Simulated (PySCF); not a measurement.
Nb(NH)(F)2(NH2) (F₂H₃N₂Nb), SMILES [NH]=[Nb]([NH2])([F])[F], multiplicity 1.

Geometry: PBE-D3(BJ)/def2-SVP. The spin state was assumed, not searched. The def2 effective core potentials stand for the cores of Nb; spin–orbit coupling is left out. Other conformers were not sampled.

The numbers are results of PBE-D3(BJ)/def2-SVP (PySCF), not measurements.

Frequencies are harmonic and unscaled.

```csv
mode,ν (cm⁻¹),IR (km/mol),moving atoms (share of kinetic energy)
1,163,7.6,"F 83 %, Nb 11 %"
2,170,0.0,"N 40 %, F 38 %, H 13 %, Nb 9 %"
3,189,2.9,"F 50 %, Nb 22 %, N 19 %, H 9 %"
4,209,0.5,"N 43 %, F 32 %, H 16 %, Nb 8 %"
5,236,6.2,"N 60 %, H 27 %"
6,411,25.1,H 92 %
7,462,8.9,"H 85 %, N 15 %"
8,501,314.1,"H 78 %, N 21 %"
9,552,60.6,"H 82 %, N 16 %"
10,606,14.7,"H 62 %, N 28 %"
11,656,72.6,"F 75 %, N 14 %"
12,681,137.5,"F 74 %, Nb 25 %"
13,713,170.0,"N 54 %, H 21 %, Nb 20 %"
14,991,108.7,"N 78 %, Nb 15 %"
15,1458,20.3,"H 89 %, N 11 %"
16,3448,56.6,H 95 %
17,3552,128.2,H 92 %
18,3563,48.3,"H 92 %, N 8 %"
```
